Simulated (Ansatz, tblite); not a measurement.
Removing an electron: Cu3⁻ (the lowest singlet isomer of a short search). The state is a singlet with charge -1. Geometry: r2SCAN-D4/def2-TZVPD. Ansatz, gas phase; energy differences of separate SCF runs; the oxidised species was run as a doublet alone.

```xyz
3

Cu   -0.742    1.296   -1.769
Cu    0.742   -1.296    1.769
Cu    0.000    0.000    0.000
```

The xTB rows come from tblite. The structure comes from a short search, and lower isomers may exist.

```tsv
level	−HOMO (eV)	vertical IE (eV)	−LUMO (eV)	HOMO–LUMO gap (eV)
GFN1-xTB	5.90	8.37	2.76	3.14
GFN2-xTB	1.44	5.75	-0.94	2.38
PBE-D4/def2-TZVPD	0.07	2.26	-1.71	1.78
r2SCAN-D4/def2-TZVPD	0.15	2.15	-1.85	2.00
PBE0-D4/def2-TZVPD	0.50	1.96	-2.33	2.83
```

  Raw xTB energy differences between charge states are shifted by several eV; the methods need an empirical correction for them.
